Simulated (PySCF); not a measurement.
Job file and geometry (Å, from GFN2-xTB) of an NMR shielding run on SMILES CN[C@@H]1[SiH2][C@@]12C[C@H]2C#N, C6H10N2Si, GIAO PBE0/pcSseg-1 NMR shielding, non-relativistic, gas phase in PySCF; density fitting, a coarse starting grid and PySCF grid level 2 are the driver's defaults:

```
$ OMP_NUM_THREADS=1 python probes_run.py task.json out

{"job": {"kind": "nmr", "xc": "PBE0", "basis": "pcSseg-1"}, "charge": 0, "multiplicity": 1}
C      2.573509     0.836681     0.174128
N      1.142987     0.758852     0.357682
C      0.590849    -0.515362     0.039166
Si     0.249832    -1.133472    -1.758195
C     -0.864208    -0.621019    -0.345269
C     -2.010837    -1.078729     0.474747
C     -1.997743     0.331223    -0.080633
C     -1.826587     1.420837     0.810978
N     -1.709312     2.316423     1.516237
H      2.886241     0.616963    -0.860083
H      2.914084     1.833245     0.446936
H      3.049037     0.110053     0.833550
H      0.673078     1.498768    -0.152957
H      0.918341    -1.253936     0.769956
H      0.362892    -0.162037    -2.831190
H      0.298455    -2.544631    -2.080324
H     -2.726813    -1.771858     0.054837
H     -1.862687    -1.191173     1.540800
H     -2.670921     0.558420    -0.902663
```

Task: What does the program print?

Result: 
```
coarse grid: 16464 points
cycle   1  E = -632.8414995739  dE =  1.412e+00  |g| = 5.116e-01  |ddm| = 4.111e+00
cycle   2  E = -632.6936676495  dE =  1.478e-01  |g| = 9.644e-01  |ddm| = 1.522e+00
cycle   3  E = -632.9065049847  dE = -2.128e-01  |g| = 1.423e-01  |ddm| = 9.673e-01
cycle   4  E = -632.9100618999  dE = -3.557e-03  |g| = 7.176e-02  |ddm| = 1.865e-01
cycle   5  E = -632.9112706815  dE = -1.209e-03  |g| = 1.856e-02  |ddm| = 9.410e-02
cycle   6  E = -632.9113492760  dE = -7.859e-05  |g| = 4.566e-03  |ddm| = 2.139e-02
cycle   7  E = -632.9113539014  dE = -4.625e-06  |g| = 1.123e-03  |ddm| = 5.198e-03
final grid: 154880 points
cycle   8  E = -632.9610023883  dE = -4.338e-05  |g| = 8.136e-03  |ddm| = 4.146e-02
cycle   9  E = -632.9609897441  dE =  1.264e-05  |g| = 1.056e-02  |ddm| = 1.974e-02
cycle  10  E = -632.9610189345  dE = -2.919e-05  |g| = 1.650e-03  |ddm| = 1.297e-02
cycle  11  E = -632.9610195518  dE = -6.173e-07  |g| = 5.110e-04  |ddm| = 2.015e-03
cycle  12  E = -632.9610195975  dE = -4.575e-08  |g| = 2.185e-04  |ddm| = 4.732e-04
cycle  13  E = -632.9610196073  dE = -9.798e-09  |g| = 5.658e-05  |ddm| = 1.923e-04
cycle  14  E = -632.9610196080  dE = -7.149e-10  |g| = 1.328e-05  |ddm| = 6.970e-05
converged SCF energy = -632.9610196080

GIAO shielding tensors (ppm)
atom      isotropic    diamagn.    paramagn.     s11        s22        s33       span
  0 C      144.804     244.922    -100.118    112.652    137.078    184.680     72.028
  1 N      219.044     322.641    -103.597    183.945    204.768    268.420     84.475
  2 C      134.826     249.654    -114.828     91.416    128.838    184.223     92.807
  3 Si     483.729     882.944    -399.214    393.404    405.431    652.353    258.949
  4 C      172.509     254.017     -81.508    114.480    194.871    208.176     93.696
  5 C      163.270     252.121     -88.851    135.022    162.357    192.432     57.410
  6 C      179.743     253.046     -73.304    149.319    172.334    217.575     68.256
  7 C       61.672     259.908    -198.236    -56.882    -50.475    292.374    349.256
  8 N      -33.163     341.240    -374.403   -207.742   -189.466    297.719    505.461
  9 H       29.401      29.247       0.154     25.483     27.940     34.782      9.299
 10 H       28.708      28.650       0.058     23.764     26.270     36.090     12.326
 11 H       29.152      29.124       0.028     24.828     26.659     35.969     11.141
 12 H       31.739      37.727      -5.989     21.554     34.134     39.528     17.974
 13 H       28.486      32.581      -4.096     23.395     27.853     34.209     10.814
 14 H       28.896      31.660      -2.764     23.992     27.272     35.423     11.431
 15 H       28.763      30.854      -2.092     23.402     26.115     36.771     13.369
 16 H       30.184      30.301      -0.117     24.195     26.335     40.021     15.826
 17 H       30.114      31.150      -1.036     24.507     28.064     37.770     13.263
 18 H       29.890      29.046       0.844     22.215     27.676     39.779     17.564
```

Size and cost of the density-fitted run: 210 basis functions, 69 s wall time on 1 thread of an Arm Neoverse N1, shared host; peak memory 0.95 GiB.
